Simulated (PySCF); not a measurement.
Bonds (- single, = double, # triple, : aromatic): O1-B2 1.364 Å, B2-O3 1.364 Å, B2-C4 1.563 Å, C4-C5 1.461 Å, C5=N6 1.243 Å, N6-C4 1.556 Å. O1 carries H7; O3 carries H8; C4 carries H9; C5 carries H10. Stereochemistry as in OB(O)[C@H]1C=N1.

[PySCF: spin–spin couplings from B3LYP/pcJ-1 (spin–dipole term only in couplings to heteroatoms); geometry: PBE0-D3(BJ)/def2-SVP; shielding tensors at PBE0/pcSseg-1 (GIAO); rapidly exchanging positions averaged; one conformer; gas phase; non-relativistic Hamiltonian]

Predict the 2D correlation tables (HSQC, COSY, HMBC).

Answers



HSQC (one-bond C–H):
```tsv
δH	δC	$^{1}J$(C,H) (Hz)
9.60 (H10)	166.6 (C5)	257
0.72 (H9)	14.1 (C4)	172
```

HMBC (two and three bonds, |J| ≥ 2.5 Hz):
```tsv
δH	δC [abs. J in Hz]
9.60 (H10)	14.1 (C4) [7.5]
0.72 (H9)	166.6 (C5) [3.4]
```

No COSY cross peaks are expected.

Shifts are taken against calculated references (same method and geometry level): $^{1}$H (σref 31.27) and $^{13}$C (σref 184.41) against TMS.

The OH or NH signal is concentration- and solvent-dependent in practice; the value given is the gas-phase one. A carbon bonded to boron is broadened by the quadrupolar boron nucleus and is often missing from a measured spectrum. Unscaled 3J(H,H) at this level run about 10 % above measured values. Shifts are as computed. Against solution values, carbons near 30 ppm lie about +2 ppm off and those near 130 ppm about +5 ppm. Of 1211 compounds with measured shifts, 218 miss one by over three times the rms of a fit or turn the order of signals round; such compounds aren't used in these exercises.
